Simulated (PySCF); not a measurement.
`C1N(/C=C/C#N)CCC1`, C$_{7}$H$_{10}$N$_{2}$

Molfile (atoms numbered from 1):
```
C7H10N2
     RDKit          3D

 19 19  0  0  0  0  0  0  0  0999 V2000
    4.9134   -0.3520   -0.1606 N   0  0  0  0  0  0  0  0  0  0  0  0
    3.7862   -0.3837    0.0689 C   0  0  0  0  0  0  0  0  0  0  0  0
    2.4229   -0.4314    0.3601 C   0  0  0  0  0  0  0  0  0  0  0  0
    1.5145    0.1327   -0.4668 C   0  0  0  0  0  0  0  0  0  0  0  0
    0.1835    0.1516   -0.2851 N   0  0  0  0  0  0  0  0  0  0  0  0
   -0.7463    0.7457   -1.2202 C   0  0  0  0  0  0  0  0  0  0  0  0
   -2.0879    0.1299   -0.8312 C   0  0  0  0  0  0  0  0  0  0  0  0
   -1.9482   -0.0293    0.6820 C   0  0  0  0  0  0  0  0  0  0  0  0
   -0.4872   -0.4468    0.8490 C   0  0  0  0  0  0  0  0  0  0  0  0
    2.1447   -0.9384    1.2717 H   0  0  0  0  0  0  0  0  0  0  0  0
    1.8537    0.6242   -1.3700 H   0  0  0  0  0  0  0  0  0  0  0  0
   -0.7696    1.8376   -1.0957 H   0  0  0  0  0  0  0  0  0  0  0  0
   -0.4616    0.5222   -2.2511 H   0  0  0  0  0  0  0  0  0  0  0  0
   -2.9309    0.7552   -1.1157 H   0  0  0  0  0  0  0  0  0  0  0  0
   -2.2006   -0.8475   -1.3019 H   0  0  0  0  0  0  0  0  0  0  0  0
   -2.6368   -0.7631    1.0945 H   0  0  0  0  0  0  0  0  0  0  0  0
   -2.1234    0.9282    1.1740 H   0  0  0  0  0  0  0  0  0  0  0  0
   -0.0568   -0.0867    1.7887 H   0  0  0  0  0  0  0  0  0  0  0  0
   -0.3795   -1.5391    0.8170 H   0  0  0  0  0  0  0  0  0  0  0  0
  1  2  3  0
  2  3  1  0
  3  4  2  0
  4  5  1  0
  5  6  1  0
  6  7  1  0
  7  8  1  0
  8  9  1  0
  9  5  1  0
  3 10  1  0
  4 11  1  0
  6 12  1  0
  6 13  1  0
  7 14  1  0
  7 15  1  0
  8 16  1  0
  8 17  1  0
  9 18  1  0
  9 19  1  0
M  END
```

Method: PySCF 2.14.0, GIAO B3LYP/pcSseg-1 magnetisability, rotational g tensor and spin-rotation constants, non-relativistic, gas phase. Geometry: GFN2-xTB.

Question: What are the magnetisability and the molar susceptibility?

Answer: Isotropic -1354 × 10⁻³⁰ J/T², or -81.5 × 10⁻⁶ cm³/mol; principal values -1400, -1382, -1279 × 10⁻³⁰ J/T², anisotropy 113 × 10⁻³⁰ J/T² (root of half the summed squared differences of the principal values). The susceptibility is in cgs units.

Question: Split it along the inertial axes a, b, c into diamagnetic and paramagnetic parts about the centre of mass, with the quadrupole moment.

Answer: 
```
axis  χ (10⁻⁶ cm³/mol)  diamagnetic (10⁻⁶ cm³/mol)  paramagnetic (10⁻⁶ cm³/mol)  summed x² of all electrons (Å²)  quadrupole Θ (D Å)
   a             -83.9                      -332.1                        248.2                            384.1              -25.91
   b             -77.1                     -1712.7                       1635.6                             58.7              +16.92
   c             -83.6                     -1878.8                       1795.3                             19.6               +8.99
```
Anisotropies 2χaa − χbb − χcc = -7.2 and 2χbb − χaa − χcc = +13.3 × 10⁻⁶ cm³/mol. Θ is traceless in Buckingham's convention.

Question: And the rotational g tensor?

Answer: 
```tsv
axis	rotational constant (GHz)	g	nuclear part	electronic part
a	6.0274	-0.0276	0.6752	-0.7028
b	0.7289	-0.0143	0.5458	-0.5601
c	0.6658	-0.0096	0.5520	-0.5616
```
Asymmetric top; isotopes 12C, 1H, 14N; no vibrational averaging.
